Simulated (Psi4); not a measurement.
CHN, charge +1, doublet (typed; the unrestricted solution is spin-contaminated), geometry from GFN2-xTB (a state made from the parent by changing its charge; the spin is typed, not shown lowest). Base run: HF/3-21G (Psi4).

The Psi4 input:
```
memory 2 GB

molecule {
1 2
C    -0.00000000   -0.00000000   -0.48312722
N     0.00000000    0.00000000    0.64165945
H    -0.00000000   -0.00000000   -1.59285286
}

set {
  basis 3-21g
  reference uhf
  stability_analysis check
  scf_type pk
}

energy('scf')
print_variables()
```

The bond that is stretched is that between atoms 2 and 1. A test that says stable can miss a lower solution.

Each row names what was changed in the base input (with any setting that the change needs).

| change | ΔE vs base (mEh) | <S^2> | outcome |
|---|---|---|---|
| base | 0.000 | 1.069 | converged |
| stability_analysis = follow; reference = uhf | 0.000 | 1.069 | converged |
| bond × 1.25 | 59.916 | 0.760 | converged |
| stability_analysis = follow; reference = uhf; bond × 1.25 | 47.016 | 1.285 | converged |
| bond × 1.5 | 167.7 | 0.762 | converged |
| stability_analysis = follow; reference = uhf; bond × 1.5 | 65.991 | 1.775 | converged |
| bond × 1.8 | 240.5 | 0.764 | converged |
| stability_analysis = follow; reference = uhf; bond × 1.8 | 85.326 | 2.248 | converged |
| bond × 2.2 | - | - | not converged |
| stability_analysis = follow; reference = uhf; bond × 2.2 | - | - | not converged |
| bond × 3.0 | 266.0 | 0.751 | converged |
| stability_analysis = follow; reference = uhf; bond × 3.0 | 266.0 | 0.751 | converged |

Psi4 reported an instability in these rows: bond × 1.25; stability_analysis = follow; reference = uhf; bond × 1.25; bond × 1.5; stability_analysis = follow; reference = uhf; bond × 1.5; bond × 1.8; stability_analysis = follow; reference = uhf; bond × 1.8 (restricted rows aren't judged here).

On stretching, the SCF can end on different states; <S^2> shows the spin contamination of each.
